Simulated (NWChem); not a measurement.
System: SiN$_{2}$H$_{6}$; SMILES N[SiH2]N

NWChem input:

```
start job
memory heap 200 mb stack 900 mb global 1100 mb
geometry units angstroms noautosym nocenter noautoz
  Si     0.439482    -0.001697     0.073985
  N     -0.654600     1.331386     0.076298
  N     -0.479225    -1.455637    -0.047210
  H      1.409368    -0.109493    -1.067230
  H      1.247880     0.213310     1.320905
  H     -1.294605     1.487053    -0.693872
  H     -0.404500     2.196728     0.539121
  H     -0.078448    -2.282424    -0.472746
  H     -1.187742    -1.688975     0.638642
end
basis spherical
  Si library def2-svp
  N library def2-svp
  H library def2-svp
end
dft
  xc pbe0
  iterations 150
end
cosmo
  do_cosmo_smd true
  solvent water
end
task dft energy
```

The geometry was optimised at PBE0/def2-SVP. Solvent: water.

Level: PBE0/def2-SVP with SMD (1 M gas to 1 M solution), gas-phase geometry. Reactions with the solvent are ignored.

**Question.** What results follow from this input? (PBE0/def2-SVP, SMD on the gas-phase geometry.) Quantities: solvation free energy (kcal/mol); cavity-dispersion-structure term (kcal/mol); dipole in solution (D).

**Answer.** 
| Item | Value |
|---|---|
| solvation free energy (kcal/mol) | -1.8 |
| cavity-dispersion-structure term (kcal/mol) | 3.8 |
| dipole in solution (D) | 1.05 |
